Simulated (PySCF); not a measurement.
**FeH3: fields on a plane**

Computed with PySCF, Ur2SCAN, basis Fe def2-TZVP, H def2-TZVP (no relativity, density fitting).

The quartet minimum has Fe–H 1.591 Å, Fe–H 1.698 Å (×2), H–H 0.850 Å; Fe–H–H 75.5° (×2), H–Fe–H 29.0°, H–Fe–H 165.5° (×2).

The plane holds Fe1 at (0.00, 0.00), H2 at (1.59, 0.00), H3 at (-1.64, 0.43), H4 at (-1.64, -0.43) Å. Columns run from x = -3.75 to 3.75 Å, rows from y = 2.85 (top) to -2.55 Å, in steps of 0.3 Å. Other isomers or separated fragments may lie lower.

Problem. Give the electron localisation function (set to 0 where the density is under 0.005 e/Å³). Every second row and column.

Solution. 
```
0.00 0.00 0.00 0.00 0.00 0.00 0.00 0.00 0.00 0.00 0.00 0.00 0.00
0.00 0.00 0.00 0.00 0.00 0.00 0.00 0.00 0.00 0.00 0.00 0.00 0.00
0.00 0.00 0.00 0.74 0.57 0.30 0.14 0.14 0.40 0.72 0.55 0.00 0.00
0.00 0.00 0.88 0.97 0.91 0.41 0.16 0.15 0.56 0.96 0.99 0.76 0.00
0.00 0.15 0.93 1.00 0.99 0.29 0.79 0.71 0.57 1.00 1.00 0.99 0.00
0.00 0.14 0.94 0.99 0.96 0.23 0.21 0.80 0.64 1.00 1.00 0.99 0.00
0.00 0.00 0.91 0.99 0.96 0.36 0.37 0.29 0.55 0.99 1.00 0.95 0.00
0.00 0.00 0.70 0.94 0.82 0.41 0.15 0.16 0.52 0.88 0.92 0.00 0.00
0.00 0.00 0.00 0.23 0.23 0.15 0.08 0.08 0.27 0.00 0.00 0.00 0.00
0.00 0.00 0.00 0.00 0.00 0.00 0.00 0.00 0.00 0.00 0.00 0.00 0.00
```

Problem. Give the spin density (e/Å³) (cut at ±0.5 e/Å³). Lower edges of the bins (e/Å³): '0' -0.127, '1' -0.064, '2' -0.002, '3' 0.061, '4' 0.124, '5' 0.186, '6' 0.249, '7' 0.312, '8' 0.375, '9' 0.437; top 0.50.

Solution. 
```
22222222222222222222222222
22222222222222222222222222
22222222222222222222222222
22222221222222222222222222
22222111112222222222222222
22221111112222222222222222
22221111112244322221122222
22221111111388422111112222
22221110112399322111111222
22222211124999942001111222
22222211124999942001111222
22221110112399322111111222
22221111111388422111112222
22221111112244322221122222
22221111112222222222222222
22222111112222222222222222
22222221222222222222222222
22222222222222222222222222
22222222222222222222222222
```

Other spin states or occupations of the open shell can lie lower.
